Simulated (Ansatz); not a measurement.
A structure relaxed at PBE0-D4/def2-TZVP, charge 0, multiplicity 1:

Cartesian coordinates in Å:
```
C -1.368 -0.309 -0.696
C -0.418 0.466 0.166
Al -0.907 2.113 1.096
C 0.856 0.075 0.359
Si 1.672 -1.445 -0.376
H -1.750 0.311 -1.514
H -0.918 -1.203 -1.140
H -2.246 -0.627 -0.124
H -2.363 2.742 0.983
H 0.225 2.798 1.974
H 1.489 0.689 1.002
H 1.649 -1.415 -1.864
H 0.993 -2.697 0.061
H 3.088 -1.497 0.073
```

(1) Give its formula and SMILES.

(2) Point group (tolerance 0.08 Å, 0.16 Å for H)?

(3) Summarise the bond lengths by kind.

Results:

(1) C3H9AlSi, `C/[C]([AlH2])=C\[SiH3]`.

(2) Cs.

(3) 2 × C–C 1.347 to 1.499 Å; 4 × C–H 1.092 to 1.095 Å; 1 × Al–C 1.953 Å; 2 × Al–H 1.587 to 1.590 Å; 1 × C–Si 1.875 Å; 3 × H–Si 1.486 to 1.489 Å.

Computed with Ansatz.
